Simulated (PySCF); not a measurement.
Be(OH)(SiH3) (BeH4OSi), SMILES [OH][Be][SiH3]. Atoms are numbered in the order given.

```xyz
7

Be     0.6905    -0.0254    -0.4843
O      1.8482    -0.1292    -1.2713
H      2.3464     0.4126    -1.8753
Si    -1.0892     0.0390     0.7660
H     -1.9611    -1.1497     0.5660
H     -1.9261     1.2355     0.4772
H     -0.7581     0.0905     2.2156
```
Charge 0, spin multiplicity 1.

Coordinates come from a B3LYP-D3(BJ)/def2-TZVP optimisation. Other conformers were not sampled.

All values below come from TDDFT-CAM-B3LYP/def2-SVPD in PySCF 2.14.0.

Vertical excitations. Isolated molecule, no solvent.

| state | energy (eV) | λ (nm) | f | main pairs |
|---|---|---|---|---|
| S1 | 6.44 | 193 | 0.095 | HOMO→LUMO 52 %, HOMO→LUMO+1 41 % |
| S2 | 6.57 | 189 | 0.086 | HOMO→LUMO+2 91 % |
| S3 | 7.03 | 176 | 0.198 | HOMO→LUMO+1 44 %, HOMO→LUMO 34 %, HOMO→LUMO+3 20 % |
| S4 | 7.81 | 159 | 0.000 | HOMO−1→LUMO 28 %, HOMO−1→LUMO+1 24 %, HOMO−3→LUMO 20 %, HOMO−3→LUMO+1 11 % |
| S5 | 7.96 | 156 | 0.000 | HOMO→LUMO+3 74 % |
| S6 | 7.98 | 155 | 0.002 | HOMO−3→LUMO 33 %, HOMO−2→LUMO+2 31 %, HOMO−3→LUMO+1 15 %, HOMO−1→LUMO+1 7 % |
| S7 | 8.07 | 154 | 0.042 | HOMO−3→LUMO+1 45 %, HOMO−3→LUMO 25 %, HOMO−1→LUMO+1 11 % |
| S8 | 8.11 | 153 | 0.012 | HOMO−2→LUMO 32 %, HOMO−1→LUMO+2 27 %, HOMO−2→LUMO+1 10 %, HOMO−3→LUMO+2 7 % |
| S9 | 8.22 | 151 | 0.008 | HOMO−2→LUMO+2 43 %, HOMO−1→LUMO+1 15 %, HOMO−3→LUMO+1 10 %, HOMO−1→LUMO 10 % |
| S10 | 8.31 | 149 | 0.016 | HOMO−3→LUMO+2 32 %, HOMO−4→LUMO+1 17 %, HOMO−4→LUMO 16 %, HOMO−2→LUMO 16 % |
| T1 | 5.15 | 241 | 0 | HOMO→LUMO+1 45 %, HOMO→LUMO 42 %, HOMO→LUMO+4 10 % |
| T2 | 5.31 | 233 | 0 | HOMO→LUMO+2 84 %, HOMO→LUMO+5 13 % |
| T3 | 6.48 | 191 | 0 | HOMO→LUMO 36 %, HOMO→LUMO+1 36 %, HOMO→LUMO+3 20 % |
| T4 | 7.35 | 169 | 0 | HOMO−1→LUMO+2 29 %, HOMO−2→LUMO+1 27 %, HOMO−2→LUMO 26 %, HOMO−2→LUMO+4 6 % |
Triplets are in the Tamm–Dancoff approximation, which puts them higher than full response would, so one can lie above its singlet here.
